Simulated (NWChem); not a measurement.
C2H3F2, doublet; SMILES C[C](F)F

Computed with NWChem. Spin-unrestricted. In the optimisation the excess spin sits in a' (Cs, its own frame). The geometry was optimised at PBE0/def2-SVP, spin-unrestricted. No stability test was run on the SCF state. B3LYP is NWChem's, with the RPA form of VWN correlation. Solvent water, SMD (1 M gas to 1 M solution), gas-phase geometry. Reactions with the solvent are ignored.

**Question.** Taking B3LYP/def2-TZVPD as the yardstick, which of these has the fewest basis functions while keeping “solvation free energy (kcal/mol)” within 0.3 kcal/mol of it: B3LYP/STO-3G; B3LYP/def2-SVPD; B3LYP/def2-TZVP; B3LYP/def2-TZVPP; B3LYP/def2-SVP?

**Answer.** B3LYP/def2-SVPD.
```csv
level,basis functions,solvation free energy (kcal/mol)
B3LYP/STO-3G,23,3.0
B3LYP/def2-SVP,71,1.4
B3LYP/def2-SVPD,110,0.8
B3LYP/def2-TZVP,142,1.0
B3LYP/def2-TZVPP,166,1.0
B3LYP/def2-TZVPD,181,0.9
```

The yardstick is one finite set, not the basis-set limit.
